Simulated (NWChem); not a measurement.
System: PbIBr, singlet; SMILES [Br][Pb][I]

All runs: NWChem. Medium grid unless said otherwise, to which SCAN and Minnesota functionals are sensitive. Low-valent species are run as closed-shell singlets; no triplet was tried in these runs. Coordinates come from a PBE-D3(BJ)/def2-SVP optimisation. def2 effective core potentials on I, Pb; no spin-orbit coupling.

Problem. Predict the results for M06-2X/def2-SVP. Quantities: highest occupied level (eV); orbital gap (eV); dipole (D).

Solution. 
```
Quantity                     Value
---------------------------  -----
highest occupied level (eV)  -8.32
orbital gap (eV)              5.76
dipole (D)                    4.89
```
